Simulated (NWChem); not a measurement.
Molecule: CH4I2Si; SMILES C[SiH](I)I

All runs: NWChem. Structure relaxed at the PBE0/def2-SVP level. No frequency run checked for a minimum. def2 effective core potentials on I; no spin-orbit coupling. Vertical excitations in the gas phase; the lowest state need not have the same character in each row.

```json
[
 {"level": "PBE/def2-SVP, full TDDFT", "lowest excitation, singlet (eV)": "4.77", "lowest state with f > 0.02, singlet (eV)": "4.79", "orbital gap (eV)": "4.46"},
 {"level": "B3LYP/def2-SVP, full TDDFT", "lowest excitation, singlet (eV)": "[?]", "lowest state with f > 0.02, singlet (eV)": "[?]", "orbital gap (eV)": "[?]"},
 {"level": "Hartree-Fock/def2-SVP, TDHF", "lowest excitation, singlet (eV)": "6.29", "lowest state with f > 0.02, singlet (eV)": "6.29", "orbital gap (eV)": "12.25"}
]
```

Q: Complete the blanks.

A: 
- B3LYP/def2-SVP, full TDDFT, lowest excitation, singlet (eV): 5.08
- B3LYP/def2-SVP, full TDDFT, lowest state with f > 0.02, singlet (eV): 5.08
- B3LYP/def2-SVP, full TDDFT, orbital gap (eV): 5.93
